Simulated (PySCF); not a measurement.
Sn(F)2 anion (F₂Sn), SMILES [F][Sn][F] (connectivity only; charge and spin as stated), charge -1, multiplicity 2.

Geometry: PBE-D3(BJ)/def2-SVPD. The spin state was assumed, not searched. The isomer is the one that the SMILES or the coordinates give; other isomers of the formula were not compared. The def2 effective core potentials stand for the cores of Sn; spin–orbit coupling is left out.

Computed with PySCF 2.14.0 with PBE-D3(BJ)/def2-SVPD.

Frequencies are harmonic and unscaled.

Computed normal modes with their intensities:
```csv
mode,ν (cm⁻¹),IR (km/mol),moving atoms (share of kinetic energy)
1,142,4.0,"F 90 %, Sn 10 %"
2,422,121.0,"F 85 %, Sn 15 %"
3,442,103.4,"F 86 %, Sn 14 %"
```
